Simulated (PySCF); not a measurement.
An unknown shows these calculated signals:

¹H NMR (300 MHz, computed): δ 6.88 (m, 1H), 6.11 (m, 1H), 5.78 (ddt, J = 17.9, 11.0, 8.5 Hz, 1H), 5.46 (ddd, J = 18.0, 2.0, 1.2 Hz, 1H), 5.42 (m, 1H), 5.42 (m, 1H), 5.39 (dq, J = 17.9, 1.9 Hz, 1H), 5.29 (ddt, J = 11.0, 2.2, 1.3 Hz, 1H), 2.94 (m, 2H).

¹³C{¹H} NMR (computed): δ 146.0 (CH), 139.2 (CH), 139.1 (CH), 137.5 (CH), 125.4 (CH2), 123.6 (CH2), 37.6 (CH2).

Theoretical values (PySCF 2.14): GIAO PBE0/pcSseg-1 shieldings, geometry from PBE0-D3(BJ)/def2-SVP, J: B3LYP/pcJ-1 (without the spin–dipole term). A single conformation, gas phase, equivalent nuclei averaged, non-relativistic Hamiltonian.

Shifts are taken against calculated references (same method and geometry level): TMS for ¹H and ¹³C.

Task: Which of these does the molecule contain: an N-methyl group, a vinyl group CH=CH2, a C≡C triple bond, a non-aromatic C=C double bond, a CH3CH2 unit?

Result: 
- An N-methyl group: no.
- A vinyl group CH=CH2: yes (δC 125.4, 139.2; δH 5.46 (ddd), 5.42 (m), 6.88 (m)).
- A C≡C triple bond: no.
- A non-aromatic C=C double bond: yes.
- A CH3CH2 unit: no.

The data belong to `C=C/C=C\CC=C`, C₇H₁₀; they needn't prove each group on their own.

Carbon signals by region: 6 in the sp2 and nitrile region (100–160 ppm), 1 below 50 ppm.

Splittings below 1 Hz are ignored in the labels, and close J values are merged. Unscaled 3J(H,H) at this level run about 10 % above measured values. Shifts are as computed. Against solution values, carbons near 30 ppm lie about +2 ppm off and those near 130 ppm about +5 ppm. Of 1211 compounds with measured shifts, 218 miss one by over three times the rms of a fit or turn the order of signals round; such compounds aren't used in these exercises. Couplings across =CH–CH2 type bonds come from one rotamer and its mirror image, and can be 1–2 Hz further off.
